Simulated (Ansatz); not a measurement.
H3BSi2, SMILES `B1[SiH]=[SiH]1` (charge 0, multiplicity 1).

Cartesian coordinates (Å):
SMILES: B1[SiH]=[SiH]1
```xyz
6

B     -0.0128     1.0914     0.1076
Si     1.0615    -0.4931     0.0154
Si    -1.0497    -0.5205     0.1030
H     -0.0267     2.2784     0.1434
H      2.4006    -1.1470    -0.0603
H     -2.3729    -1.2091     0.1378
```
Charge 0, multiplicity 1.

Frozen-core energies in 6-31g from Ansatz (an electronic-structure program) at a geometry from PBE0-D3(BJ)/def2-TZVP; the HF reference has <S^2> = 0.00 and the T1 diagnostic is 0.012.

```csv
level,energy (Ha),difference from CCSDTQ (mHa)
HF,-604.06457,205.94
MP2,-604.23062,39.89
CCSD,-604.26064,9.86
CCSD(T),-604.26894,1.57
CCSDT,-604.26995,0.56
CCSDT(Q),-604.27050,0.01
CCSDTQ,-604.27051,0.00
```
